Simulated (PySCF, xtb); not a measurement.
GeH₇NSi, SMILES [SiH2](N)[GeH3].

GFN2-xTB (xtb) at its own geometry gives an orbital gap of 4.88 eV and a dipole moment of 1.61 D.

Coordinates come from a PBE0-D3(BJ)/def2-SVP optimisation. The structure was generated by enumeration, and PubChem lists no compound with its InChIKey, so it may never have been made. The values are those of a single conformer.

**Question.** What does r2SCAN/def2-TZVPD in PySCF give? (An estimate is asked for; the answer gives what the named calculation found.)

**Answer.** gap 5.48 eV (levels -6.10 and -0.63 eV), dipole 1.24 D.
